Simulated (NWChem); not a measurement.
System: C3H2F2; SMILES FC(F)=C=C

The following NWChem deck was run.

```
start job
memory heap 200 mb stack 900 mb global 1100 mb
geometry units angstroms
  C      0.000000     0.000000     2.178456
  C      0.000000     0.000000     0.871171
  C      0.000000     0.000000    -0.435066
  F      0.000000     1.079872    -1.185823
  F      0.000000    -1.079872    -1.185823
  H     -0.934588     0.000000     2.753645
  H      0.934588     0.000000     2.753645
end
basis spherical
  * library 6-31g*
end
dft
  xc hfexch
  iterations 150
end
driver
  maxiter 120
end
task dft optimize
task dft freq
```

NWChem printed, in part:

```
             Northwest Computational Chemistry Package (NWChem) 7.3.0
             --------------------------------------------------------

 C2V symmetry detected

                             Geometry "geometry" -> ""
                             -------------------------

 Output coordinates in angstroms (scale by  1.889725989 to convert to a.u.)

  No.       Tag          Charge          X              Y              Z
 ---- ---------------- ---------- -------------- -------------- --------------
    1 C                    6.0000     0.00000000     0.00000000     2.18240753
    2 C                    6.0000     0.00000000     0.00000000     0.87512253
    3 C                    6.0000     0.00000000     0.00000000    -0.43111447
    4 F                    9.0000     0.00000000     1.07987200    -1.18187147
    5 F                    9.0000     0.00000000    -1.07987200    -1.18187147
    6 H                    1.0000    -0.93458800     0.00000000     2.75759653
    7 H                    1.0000     0.93458800     0.00000000     2.75759653

 Effective nuclear repulsion energy (a.u.)     156.0696540822

      Symmetry information
      --------------------

 Group name             C2v
 Group number             16
 Group order               4
 No. of unique centers     5

                                Z-matrix (autoz)
                                --------

 Units are Angstrom for bonds and degrees for angles

      Type          Name      I     J     K     L     M      Value
      ----------- --------  ----- ----- ----- ----- ----- ----------
    1 Stretch                  1     2                       1.30729
    2 Stretch                  1     6                       1.09740
    3 Stretch                  1     7                       1.09740
    4 Stretch                  2     3                       1.30624
    5 Stretch                  3     4                       1.31520
    6 Stretch                  3     5                       1.31520
    7 Bend                     1     3     4               124.80810
    8 Bend                     1     3     5               124.80810
    9 Bend                     2     1     6               121.61008
   10 Bend                     2     1     7               121.61008
   11 Bend                     2     3     4               124.80810
   12 Bend                     2     3     5               124.80810
   13 Bend                     3     1     6               121.61008
   14 Bend                     3     1     7               121.61008
   15 Bend                     4     3     5               110.38380
   16 Bend                     6     1     7               116.77984
   17 Torsion                  2     1     6     7         180.00000
   18 Torsion                  2     1     7     6         180.00000
   19 Torsion                  2     3     4     5         180.00000
   20 Torsion                  2     3     5     4         180.00000
   21 Torsion                  4     3     1     6          90.00000
   22 Torsion                  4     3     1     7         -90.00000
   23 Torsion                  1     2     4     3         180.00000
   24 Torsion                  5     3     1     6         -90.00000
   25 Torsion                  5     3     1     7          90.00000
   26 Torsion                  1     2     5     3         180.00000
   27 Torsion                  1     6     2     3         180.00000
   28 Torsion                  1     7     2     3         180.00000

  xc_inp: hfexch multiplicative factor not found.

                           NWChem Geometry Optimization
                           ----------------------------

 maximum gradient threshold         (gmax) =   0.000450
 rms gradient threshold             (grms) =   0.000300
 maximum cartesian step threshold   (xmax) =   0.001800
 rms cartesian step threshold       (xrms) =   0.001200
 fixed trust radius                (trust) =   0.300000
 source of zmatrix                         =   autoz

          -------------------
          Energy Minimization
          -------------------

 Using diagonal initial Hessian
 Scaling for Hessian diagonals: bonds = 1.00  angles = 0.25  torsions = 0.10

          --------
          Step   0

                                 NWChem DFT Module
                                 -----------------

 Summary of "ao basis" -> "ao basis" (spherical)
 ------------------------------------------------------------------------------
       Tag                 Description            Shells   Functions and Types
 ---------------- ------------------------------  ------  ---------------------
 C                           6-31g*                  6       14   3s2p1d
 F                           6-31g*                  6       14   3s2p1d
 H                           6-31g*                  2        2   2s

      Symmetry analysis of basis
      --------------------------

        a1         33
        a2          7
        b1         15
        b2         19

            General Information
            -------------------
          SCF calculation type: DFT
          Wavefunction type:  closed shell.
          No. of atoms     :     7
          No. of electrons :    38
           Alpha electrons :    19
            Beta electrons :    19
          Charge           :     0
          Spin multiplicity:     1
          Use of symmetry is: on ; symmetry adaption is: on
          Maximum number of iterations: 150
          AO basis - number of functions:    74
                     number of shells:    34
          Convergence on energy requested:  1.00D-06
          Convergence on density requested:  1.00D-05
          Convergence on gradient requested:  5.00D-04

              XC Information
              --------------
                     Hartree-Fock (Exact) Exchange  1.000

      Superposition of Atomic Density Guess
      -------------------------------------

 Sum of atomic energies:        -312.72189157

      Non-variational initial energy
      ------------------------------

 Total energy =    -314.819013
 1-e energy   =    -740.955200
 2-e energy   =     270.066533
 HOMO         =      -0.223156
 LUMO         =      -0.000925

      Symmetry analysis of molecular orbitals - initial
      -------------------------------------------------

  Numbering of irreducible representations:

     1 a1          2 a2          3 b1          4 b2

  Orbital symmetries:

     1 a1          2 b2          3 a1          4 a1          5 a1
     6 a1          7 b2          8 a1          9 a1         10 a1
    11 b2         12 b1         13 a1         14 a2         15 b2
    16 b1         17 a1         18 b2         19 b1         20 b2
    21 b1         22 a1         23 a1         24 b1         25 a1
    26 b2         27 a1         28 a1         29 b2

   convergence    iter        energy       DeltaE   RMS-Dens  Diis-err
 ---------------- ----- ----------------- --------- --------- ---------
 d= 0,ls=0.0,diis     1   -313.4515661158 -4.70D+02  8.70D-03  7.57D-01
 d= 0,ls=0.0,diis     2   -313.5241056372 -7.25D-02  3.39D-03  2.20D-01
 d= 0,ls=0.0,diis     3   -313.5456642670 -2.16D-02  1.29D-03  6.81D-03
 d= 0,ls=0.0,diis     4   -313.5469375833 -1.27D-03  2.81D-04  5.36D-04
 d= 0,ls=0.0,diis     5   -313.5470409416 -1.03D-04  1.23D-04  6.89D-05
  Resetting Diis
 d= 0,ls=0.0,diis     6   -313.5470558438 -1.49D-05  6.06D-05  7.38D-06
 d= 0,ls=0.0,diis     7   -313.5470585550 -2.71D-06  1.24D-05  8.64D-07
 d= 0,ls=0.0,diis     8   -313.5470587244 -1.69D-07  6.07D-06  1.33D-07

         Total DFT energy =     -313.547058724443
      One electron energy =     -742.157503353117
           Coulomb energy =      308.920641986077
    Exchange-Corr. energy =      -36.379851439556
 Nuclear repulsion energy =      156.069654082153

 Numeric. integr. density =        0.000000000000

                  Occupations of the irreducible representations
                  ----------------------------------------------

                     irrep           alpha         beta
                     --------     --------     --------
                     a1               10.0         10.0
                     a2                1.0          1.0
                     b1                3.0          3.0
                     b2                5.0          5.0

                       DFT Final Molecular Orbital Analysis
                       ------------------------------------

[...]

      ----------------------
      Optimization converged
      ----------------------

  Step       Energy      Delta E   Gmax     Grms     Xrms     Xmax
  ---- ---------------- -------- -------- -------- -------- --------
@    3    -313.54868317 -6.4D-07  0.00022  0.00005  0.00042  0.00100
                                     ok       ok       ok       ok

                                Z-matrix (autoz)
                                --------

 Units are Angstrom for bonds and degrees for angles

      Type          Name      I     J     K     L     M      Value     Gradient
      ----------- --------  ----- ----- ----- ----- ----- ---------- ----------
    1 Stretch                  1     2                       1.29459    0.00022
    2 Stretch                  1     6                       1.07637   -0.00004
    3 Stretch                  1     7                       1.07637   -0.00004
    4 Stretch                  2     3                       1.28587   -0.00005
    5 Stretch                  3     4                       1.30806   -0.00006
    6 Stretch                  3     5                       1.30806   -0.00006
    7 Bend                     1     3     4               125.02075    0.00002
    8 Bend                     1     3     5               125.02075    0.00002
    9 Bend                     2     1     6               121.48074    0.00003
   10 Bend                     2     1     7               121.48074    0.00003
   11 Bend                     2     3     4               125.02075    0.00002
   12 Bend                     2     3     5               125.02075    0.00002
   13 Bend                     3     1     6               121.48074    0.00003
   14 Bend                     3     1     7               121.48074    0.00003
   15 Bend                     4     3     5               109.95849   -0.00004
   16 Bend                     6     1     7               117.03853   -0.00006
   17 Torsion                  2     1     6     7         180.00000    0.00000
   18 Torsion                  2     1     7     6         180.00000   -0.00000
   19 Torsion                  2     3     4     5         180.00000   -0.00000
   20 Torsion                  2     3     5     4         180.00000    0.00000
   21 Torsion                  4     3     1     6          90.00000   -0.00000
   22 Torsion                  4     3     1     7         -90.00000   -0.00000
   23 Torsion                  1     2     4     3         180.00000   -0.00000
   24 Torsion                  5     3     1     6         -90.00000   -0.00000
   25 Torsion                  5     3     1     7          90.00000   -0.00000
   26 Torsion                  1     2     5     3         180.00000    0.00000
   27 Torsion                  1     6     2     3         180.00000    0.00000
   28 Torsion                  1     7     2     3         180.00000    0.00000

                         Geometry "geometry" -> "geometry"
                         ---------------------------------

 Output coordinates in angstroms (scale by  1.889725989 to convert to a.u.)

  No.       Tag          Charge          X              Y              Z
 ---- ---------------- ---------- -------------- -------------- --------------
    1 C                    6.0000     0.00000000     0.00000000     2.17013955
    2 C                    6.0000     0.00000000     0.00000000     0.87555024
    3 C                    6.0000     0.00000000     0.00000000    -0.41032197
    4 F                    9.0000     0.00000000     1.07122716    -1.16098170
    5 F                    9.0000     0.00000000    -1.07122716    -1.16098170
    6 H                    1.0000    -0.91794192     0.00000000     2.73223064
    7 H                    1.0000     0.91794192     0.00000000     2.73223064

 Effective nuclear repulsion energy (a.u.)     157.5747938874

      Symmetry information
      --------------------

 Group name             C2v
 Group number             16
 Group order               4
 No. of unique centers     5

                Final and change from initial internal coordinates
                --------------------------------------------------

                                Z-matrix (autoz)
                                --------

 Units are Angstrom for bonds and degrees for angles

[...]

 Rotational Constants
 --------------------
 A=   0.372130 cm-1  (  0.535400 K)
 B=   0.124824 cm-1  (  0.179589 K)
 C=   0.095265 cm-1  (  0.137062 K)

 Temperature                      =   298.15K
 frequency scaling parameter      =   1.0000

 Zero-Point correction to Energy  =   28.214 kcal/mol  (  0.044962 au)
 Thermal correction to Energy     =   31.071 kcal/mol  (  0.049514 au)
 Thermal correction to Enthalpy   =   31.663 kcal/mol  (  0.050458 au)

 Total Entropy                    =   68.573 cal/mol-K
   - Translational                =   38.883 cal/mol-K (mol. weight =  76.0125)
   - Rotational                   =   24.015 cal/mol-K (symmetry #  =        2)
   - Vibrational                  =    5.675 cal/mol-K

 Cv (constant volume heat capacity) =   14.639 cal/mol-K
   - Translational                  =    2.979 cal/mol-K
   - Rotational                     =    2.979 cal/mol-K
   - Vibrational                    =    8.680 cal/mol-K

[normal modes left out]

 ----------------------------------------------------------------------------
 Normal Eigenvalue ||           Projected Infra Red Intensities
  Mode   [cm**-1]  || [atomic units] [(debye/angs)**2] [(KM/mol)] [arbitrary]
 ------ ---------- || -------------- ----------------- ---------- -----------
    1       -0.000 ||    0.000090           0.002         0.087       0.018
    2       -0.000 ||    0.000840           0.019         0.819       0.165
    3       -0.000 ||    0.000291           0.007         0.283       0.057
    4       -0.000 ||    0.000246           0.006         0.240       0.048
    5        0.000 ||    0.000720           0.017         0.701       0.141
    6        0.000 ||    0.000241           0.006         0.235       0.047
    7      198.213 ||    0.000473           0.011         0.461       0.093
    8      265.618 ||    0.004548           0.105         4.434       0.892
    9      539.728 ||    0.014919           0.344        14.544       2.928
   10      643.157 ||    0.019498           0.450        19.008       3.826
   11      676.831 ||    0.014583           0.336        14.216       2.862
   12      685.668 ||    0.000000           0.000         0.000       0.000
   13      885.371 ||    0.054099           1.248        52.739      10.616
   14     1096.689 ||    0.031842           0.735        31.042       6.248
   15     1144.082 ||    0.002647           0.061         2.581       0.519
   16     1427.358 ||    0.308562           7.119       300.802      60.549
   17     1475.185 ||    0.230091           5.308       224.304      45.151
   18     1669.789 ||    0.134065           3.093       130.693      26.308
   19     2316.598 ||    0.234868           5.419       228.961      46.088
   20     3320.982 ||    0.012178           0.281        11.872       2.390
   21     3400.343 ||    0.005370           0.124         5.235       1.054
 ----------------------------------------------------------------------------
```

Level: Hartree-Fock/6-31G* (spherical d).
